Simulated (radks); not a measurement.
Charge is removed step by step from the 5d (averaged over the sub-levels emptied) level of W3+, starting from [Xe] 4f14 5d3. All-electron calculation, Dirac Kohn-Sham, PBE, spin-unpolarised, spherical densities, finite nucleus; open shells are shared between the two j in proportion to 2j + 1; Fermi nuclear charge, rms radius 5.3658 fm. Program: a radial shooting solver on a logarithmic mesh with Libxc functionals.

removed (e),E - E(0) (eV),eigenvalue (eV),E minus straight line (eV)
0,0.000,-31.085,0.000
0.25,8.144,-34.080,-1.153
0.5,17.046,-37.144,-1.548
0.75,26.721,-40.273,-1.169
1,37.187,-43.464,0.000

Removing the whole electron costs 37.187 eV by Delta-SCF, against 31.085 eV from minus the eigenvalue at the starting occupation. Slater's transition state (half an electron removed) gives 37.144 eV. Integrating minus the eigenvalue over the occupation (Janak's theorem) gives 37.187 eV. The mean slope of the eigenvalue, de/dn, is 12.4 eV per electron. Ionisation energy of W3+ in the NIST Atomic Spectra Database: 38.2 eV (semi-empirical).

Beside tabulated values, note that spin-unpolarised runs miss the spin-polarisation part of the exchange energy of open shells.
